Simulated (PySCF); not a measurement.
CH₃ISi, SMILES C[Si]I (connectivity only; charge and spin as stated), neutral, multiplicity 1.

Coordinates come from a r2SCAN-D4/def2-SVP optimisation. The def2 effective core potentials stand for the cores of I; spin–orbit coupling is left out.

Calculation: HF/def2-TZVPD in PySCF.

Symmetry labels are those of the subgroup Cs that the program uses (full group Cs).

### Question
List the valence orbital energies around the gap with their symmetry. (The exact figures need the calculation; the answer reports its results.)

### Answer

| orbital | symmetry | energy (eV) |
|---|---|---|
| HOMO−7 | A' | -24.04 |
| HOMO−6 | A' | -16.75 |
| HOMO−5 | A' | -15.64 |
| HOMO−4 | A" | -15.44 |
| HOMO−3 | A' | -12.02 |
| HOMO−2 | A' | -10.26 |
| HOMO−1 | A" | -10.23 |
| HOMO | A' | -8.88 |
| LUMO | A" | 0.24 |
| LUMO+1 | A' | 1.34 |
| LUMO+2 | A' | 1.61 |
| LUMO+3 | A" | 1.65 |
